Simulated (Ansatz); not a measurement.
The first iterations of a band of AlFH6NP (10 atoms, charge 0, multiplicity 1).

The calculation used Ansatz 0.2.0, RKS PBE0/6-31G*.

```yaml
movable_images: 5
climbing_image: yes
spring: 5.0 eV/Å²
optimiser: lbfgs
start_path: through a guess of the saddle point
force_threshold: 0.05 eV/Å
iteration_limit: 57
end_points: relaxed
```

Initial state:

```xyz
10
Properties=species:S:1:pos:R:3
Al 0.028 0.053 -0.124
F 0.401 -0.881 1.217
H 1.210 0.608 -1.039
N -1.596 -0.165 -0.859
H -2.345 -0.706 -0.450
H -1.765 -0.032 -1.847
P -0.518 2.126 1.315
H -0.965 3.308 0.688
H 0.372 2.710 2.245
H -1.613 1.939 2.188
```

Final state:

```xyz
10
Properties=species:S:1:pos:R:3
Al -0.162 0.525 -0.119
F -0.417 -0.045 1.868
H 1.277 -0.099 -0.372
N -1.567 -0.081 -1.034
H -1.547 -0.923 -1.591
H -2.481 0.349 -1.085
P -0.305 2.814 0.544
H -1.568 2.794 1.205
H 0.456 2.764 1.753
H -0.479 0.862 2.164
```

| iteration | highest image above the first end (eV) | largest band force component (eV/Å) |
| --- | --- | --- |
| 1 | 3.768 | 4.627 |
| 2 | 3.345 | 3.726 |
| 3 | 3.095 | 1.636 |
| 4 | 2.692 | 1.308 |
| 5 | 2.387 | 2.184 |
| 6 | 2.305 | 1.067 |
| 7 | 2.226 | 1.023 |
| 8 | 2.040 | 1.014 |
| 9 | 2.020 | 1.906 |
| 10 | 1.972 | 0.817 |
| 11 | 1.955 | 0.548 |
| 12 | 1.956 | 0.467 |
| 13 | 1.954 | 0.416 |
| 14 | 1.963 | 0.587 |
| 15 | 1.960 | 0.378 |
| 16 | 1.965 | 0.418 |
| 17 | 1.966 | 0.305 |
| 18 | 1.972 | 0.429 |
| 19 | 1.973 | 0.306 |

Does the band converge within its limit, and where does its top end?

The run ended unconverged. It ended after 57 iterations with the highest image 1.996 eV above the first end. The band didn't meet its force threshold, so its energies are provisional: the largest band force was still 0.17 eV/Å, and over the last iterations the top stayed at 2.00 eV. The orbitals stay closed-shell, which can raise the energy where a bond breaks towards radicals; this wasn't checked here.

The run took 16 min on 1 thread of Arm Neoverse V2, on a shared host, peak memory 0.16 GiB.
